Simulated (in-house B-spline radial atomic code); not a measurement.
Configurations of Fe2+, with energies counted from [Ar] 3d6. Level of theory: non-relativistic LC-wPBE, spin-polarised, spherical fractional occupations, exact exchange averaged over the configuration, point nucleus; calculated with a B-spline radial code for spherical atoms. Shells without spins written out take the highest spin.

Occupations are held fixed; configurations that lie above the ionisation limit could autoionise.

| configuration | E - E(ref) (eV) | highest orbital | its <r> (bohr) |
| --- | --- | --- | --- |
| [Ar] 3d5 4d1 | 18.886 | 4d up | 4.045 |
| [Ne] 3s2 3p5 3d6 4s1 | 57.196 | 4s up | 2.374 |
| [Ne] 3s2 3p5 3d6 4d1 | 71.693 | 4d up | 4.019 |
| [Ne] 3s2 3p5 3d6 4f1 | 76.323 | 4f up | 5.816 |

**Question.** Order these further configurations by energy, lowest first.
A. [Ar] 3d5 4p1
B. [Ne] 3s2 3p5 3d6 4p1
C. [Ne] 3s2 3p5 3d7
D. [Ar] 3d5 4f1
E. [Ar] 3d5 4s1

**Answer.** E (4.4901 eV), A (10.807 eV), D (23.463 eV), C (52.1 eV), B (63.557 eV).
